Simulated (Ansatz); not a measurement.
The cluster Cu₂Sn. Total charge 0; triplet. Geometry PBE-D4/def2-TZVP; atoms count from 1.

```
atom   x (Å)   y (Å)   z (Å)
 Cu1   0.479  -1.191  -0.559
 Cu2   1.001   0.919   0.338
 Sn3  -1.480   0.272   0.221
```

In the def2 sets Sn takes a core potential; there is no spin–orbit coupling. At PBE0-D4/def2-TZVP a broken-symmetry singlet of charge 0 lies 0.20 eV below the triplet, each at its own geometry. The structure comes from a short search, and lower isomers may exist.

Question: Estimate the Mulliken populations from the PBE0/def2-TZVP orbitals of Ansatz.

Answer: 
```csv
atom,charge (e),spin (α − β),d electrons
Cu1,0.00,0.20,9.88
Cu2,0.00,0.20,9.88
Sn3,-0.01,1.60,–
```
Mulliken values and Mayer orders depend strongly on the basis.

Question: Where does the spin sit?

Answer: Summed by element: Cu 0.40, Sn 1.60, of 2 unpaired in all. Largest on single atoms: Sn3 1.60, Cu1 0.20, Cu2 0.20.

Question: And the Mayer bond orders between bonded heavy atoms (over 0.3)?

Answer: Cu1–Cu2 0.59 (2.35 Å); Cu1–Sn3 0.76 (2.57 Å); Cu2–Sn3 0.76 (2.57 Å).
